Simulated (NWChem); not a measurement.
System: HTeOCl; SMILES O[Te]Cl

Here is an NWChem input.

```
start job
memory heap 200 mb stack 900 mb global 1100 mb
geometry units angstroms noautoz
  Te     0.281186     0.417340    -0.012092
  Cl    -0.076414    -1.928737     0.017395
  O     -1.589554     1.054038     0.081093
  H     -1.949158     1.041361    -0.816670
end
basis spherical
  Te library def2-svp
  Cl library def2-svp
  O library def2-svp
  H library def2-svp
end
ecp
  Te library def2-ecp
end
dft
  xc xwpbe 1.00 cpbe96 1.0 hfexch 1.00
  cam 0.25 cam_alpha 0.0 cam_beta 1.0
  iterations 150
  vectors input atomic output neutral.movecs
end
task dft energy
charge 1
dft
  odft
  mult 2
  vectors input atomic output cation.movecs
end
task dft energy
```

The geometry was optimised at PBE0/def2-SVP. def2 effective core potentials on Te; no spin-orbit coupling.

Ions are spin-unrestricted doublets at the neutral geometry; other ion states weren't tried. Functional: LC-ωPBE (HJS hole) with def2-SVP; the question gives the range parameter ω in 1/bohr.

Problem. Give the results of this calculation. (LC-wPBE (HJS exchange hole, range parameter 0.25 per bohr)/def2-SVP with def2 effective core potentials on Te, vertical spin-unrestricted ions.) Quantities: vertical ionisation energy, ΔSCF (eV); −ε(HOMO) (eV).

Solution. The vertical ionisation energy, ΔSCF (eV) comes out as 8.73 and the −ε(HOMO) (eV) is 8.19.
